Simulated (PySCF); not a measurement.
Electron affinity of Se by level of theory

Se⁻ [Ar] 3d10 4s2 4p5 (2P) → Se [Ar] 3d10 4s2 4p4 (3P), as a difference of total energies. Calculation: PySCF 2.14, in aug-cc-pVTZ-DK; scalar relativity by spin-free X2C-1e. Correlated levels: valence: [Ar] 3d10 frozen. The calculations carry no spin-orbit coupling.

```json
{"method": "UHF", "electron affinity (eV)": "0.929"}
{"method": "MP2 (valence)", "electron affinity (eV)": "1.851"}
{"method": "SCS-MP2 (valence)", "electron affinity (eV)": "1.848"}
{"method": "CCSD (valence)", "electron affinity (eV)": "1.828"}
{"method": "CCSD(T) (valence)", "electron affinity (eV)": "1.901"}
```

How much does correlation contribute at CCSD(T) (valence)?

1.901 − (0.929) = 0.972 eV, measured against UHF.

The reference lies between the lowest fine-structure levels, while these numbers refer to the centres of the terms.

Errors of the correlated levels include the incompleteness of this basis and the frozen core.

For comparison: 2.021 eV (measured; photodetachment measurements, as compiled on the Wikipedia data page of electron affinities).
